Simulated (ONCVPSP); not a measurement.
# Scattering properties, ONCV potential for Au

- Element: Au (Z = 79)
- Generator: ONCVPSP 4.0.1
- Type: optimised norm-conserving Vanderbilt (ONCV)
- Functional: revPBE
- Relativity: scalar-relativistic
- Frozen core: [Kr] 4d10 4f14
- Valence charge: 19
- Reference configuration: 5s2 5p6 5d10 6s0.5 (charge +0.5)
- Partial waves: 5s+6s: rc 1.65 bohr, ncon 4, nbas 9, qcut 6.3 1/bohr, 2 projectors; 5p: rc 1.10 bohr, ncon 4, nbas 8, qcut 7.5 1/bohr, 1 projector; 5d: rc 1.35 bohr, ncon 5, nbas 9, qcut 8.3 1/bohr, 2 projectors, debl 3.1 Ha
- Local potential: polynomial inside 0.75 bohr (lpopt 5, dvloc0 6 Ha)
- Core correction: Teter function, fcfact 3.75, rcfact 1.05

The phase is arctan(r·R′/R) of the radial function R(r), unwrapped; energies in Ha, scanned from -6 to 5 Ha. A pole is an energy at which the radial function vanishes at the test radius. The pseudo phase is shifted by a multiple of π to meet the all-electron one at the reference energy, and phase errors are pseudo minus all-electron; the curves can meet again beyond the range given. Levels narrower than the energy grid can be missing from the lists of poles.

```
channel  radius (bohr)  reference energy (Ha)  poles, all-electron  poles, pseudo  unbroken range about the reference energy with phases within 0.05 rad  phase error 1 Ha above the reference energy (rad)
      s           1.67                  -0.34                -3.89          -3.89                                                        the whole range                                             -0.001
      p           1.11                  -2.35                 2.94    -0.93, 3.87                                                           -4.2 to -1.2                                             -0.025
      d           1.37                  -0.40                 2.84           2.84                                                        the whole range                                             -0.000
```

Note: ghosts flagged at negative energy: s at -183.1 eV, p at -23.0 eV; no localised positive-energy state flagged. A true bound ghost makes a file unfit for plane-wave use.

Phases in the s channel:

| E (Ha) | all-electron | pseudo |
| --- | --- | --- |
| -5.96 | 1.271 | 1.272 |
| -5.40 | 1.202 | 1.203 |
| -4.84 | 0.986 | 0.987 |
| -4.28 | -1.058 | -1.058 |
| -3.72 | -1.638 | -1.638 |
| -3.16 | -1.757 | -1.757 |
| -2.60 | -1.833 | -1.833 |
| -2.04 | -1.909 | -1.910 |
| -1.48 | -2.010 | -2.010 |
| -0.92 | -2.168 | -2.168 |
| -0.36 | -2.466 | -2.466 |
| 0.20 | -3.055 | -3.055 |
| 0.76 | -3.757 | -3.758 |
| 1.32 | -4.161 | -4.162 |
| 1.88 | -4.361 | -4.362 |
| 2.44 | -4.474 | -4.476 |
| 3.00 | -4.547 | -4.549 |
| 3.56 | -4.598 | -4.601 |
| 4.12 | -4.638 | -4.641 |
| 4.68 | -4.669 | -4.675 |
